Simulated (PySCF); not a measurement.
## Basis and Hamiltonian dependence of the ionisation energy of Zn²⁺

Zn²⁺ [Ar] 3d10 (1S) → Zn³⁺ [Ar] 3d9 (2D). Calculated with PySCF 2.14 from differences of total energies of unrestricted determinants, without spin-orbit coupling. Values in eV.

```json
{"basis": "cc-pVDZ-DK", "Hamiltonian": "spin-free X2C", "functions": "43", "UHF": "37.079", "r2SCAN": "n/a", "PBE0": "n/a", "MP2 (valence)": "39.830", "CCSD(T) (valence)": "n/a", "CCSD(T) (valence and next inner shell)": "n/a"}
{"basis": "x2c-TZVPall", "Hamiltonian": "spin-free X2C", "functions": "48", "UHF": "37.031", "r2SCAN": "n/a", "PBE0": "39.669", "MP2 (valence)": "39.651", "CCSD(T) (valence)": "n/a", "CCSD(T) (valence and next inner shell)": "n/a"}
{"basis": "aug-cc-pVDZ-DK", "Hamiltonian": "spin-free X2C", "functions": "59", "UHF": "37.080", "r2SCAN": "39.659", "PBE0": "39.613", "MP2 (valence)": "39.918", "CCSD(T) (valence)": "39.397", "CCSD(T) (valence and next inner shell)": "n/a"}
{"basis": "ANO-RCC-VTZP", "Hamiltonian": "spin-free X2C", "functions": "59", "UHF": "36.991", "r2SCAN": "39.706", "PBE0": "39.686", "MP2 (valence)": "40.052", "CCSD(T) (valence)": "39.509", "CCSD(T) (valence and next inner shell)": "39.666"}
{"basis": "x2c-TZVPPall", "Hamiltonian": "spin-free X2C", "functions": "64", "UHF": "36.980", "r2SCAN": "39.657", "PBE0": "39.638", "MP2 (valence)": "39.922", "CCSD(T) (valence)": "39.388", "CCSD(T) (valence and next inner shell)": "39.501"}
{"basis": "aug-cc-pwCVDZ-PP with ECP10MDF", "Hamiltonian": "ECP", "functions": "70", "UHF": "37.011", "r2SCAN": "39.450", "PBE0": "39.598", "MP2 (valence)": "40.022", "CCSD(T) (valence)": "39.483", "CCSD(T) (valence and next inner shell)": "39.516"}
{"basis": "x2c-TZVPPall with one added diffuse shell each of s, p, d, f type", "Hamiltonian": "spin-free X2C", "functions": "80", "UHF": "36.976", "r2SCAN": "39.653", "PBE0": "39.634", "MP2 (valence)": "39.965", "CCSD(T) (valence)": "39.436", "CCSD(T) (valence and next inner shell)": "39.555"}
{"basis": "aug-cc-pVTZ-DK", "Hamiltonian": "spin-free X2C", "functions": "93", "UHF": "36.968", "r2SCAN": "39.655", "PBE0": "39.636", "MP2 (valence)": "40.029", "CCSD(T) (valence)": "39.496", "CCSD(T) (valence and next inner shell)": "n/a"}
{"basis": "def2-QZVPPD", "Hamiltonian": "non-relativistic", "functions": "100", "UHF": "37.297", "r2SCAN": "39.959", "PBE0": "39.942", "MP2 (valence)": "40.323", "CCSD(T) (valence)": "39.801", "CCSD(T) (valence and next inner shell)": "39.939"}
{"basis": "x2c-QZVPPall", "Hamiltonian": "spin-free X2C", "functions": "108", "UHF": "36.956", "r2SCAN": "39.639", "PBE0": "39.634", "MP2 (valence)": "40.034", "CCSD(T) (valence)": "n/a", "CCSD(T) (valence and next inner shell)": "n/a"}
{"basis": "aug-cc-pwCVTZ-DK", "Hamiltonian": "spin-free X2C", "functions": "127", "UHF": "36.951", "r2SCAN": "39.644", "PBE0": "39.625", "MP2 (valence)": "40.061", "CCSD(T) (valence)": "n/a", "CCSD(T) (valence and next inner shell)": "n/a"}
{"basis": "aug-cc-pVQZ-PP with ECP10MDF", "Hamiltonian": "ECP", "functions": "135", "UHF": "36.975", "r2SCAN": "39.415", "PBE0": "39.565", "MP2 (valence)": "40.174", "CCSD(T) (valence)": "n/a", "CCSD(T) (valence and next inner shell)": "n/a"}
{"basis": "aug-cc-pwCVTZ-DK with one added diffuse shell each of s, p, d, f, g type", "Hamiltonian": "spin-free X2C", "functions": "152", "UHF": "36.952", "r2SCAN": "n/a", "PBE0": "n/a", "MP2 (valence)": "40.073", "CCSD(T) (valence)": "39.530", "CCSD(T) (valence and next inner shell)": "n/a"}
{"basis": "aug-cc-pV5Z-PP with ECP10MDF", "Hamiltonian": "ECP", "functions": "197", "UHF": "36.970", "r2SCAN": "39.403", "PBE0": "39.561", "MP2 (valence)": "40.212", "CCSD(T) (valence)": "n/a", "CCSD(T) (valence and next inner shell)": "n/a"}
```

Extrapolation of MP2 (valence) from aug-cc-pVQZ-PP with ECP10MDF and aug-cc-pV5Z-PP with ECP10MDF: the correlation parts are 3.199 and 3.242 eV; with the X⁻³ form and unrounded values, (5³ × 3.242 − 4³ × 3.199)/(5³ − 4³) = 3.286 eV, and adding the Hartree-Fock value 36.970 eV of the larger basis gives 40.257 eV.

Frozen in the all-electron rows: valence: [Ar]; valence and next inner shell: [Ne]; with a core potential, the same shells as far as they lie outside it.

Non-relativistic rows lack the scalar-relativistic shift.

Between the lowest levels the reference is 39.723 eV (measured; NIST Atomic Spectra Database, ionization energies); it includes spin-orbit coupling, which these numbers lack.
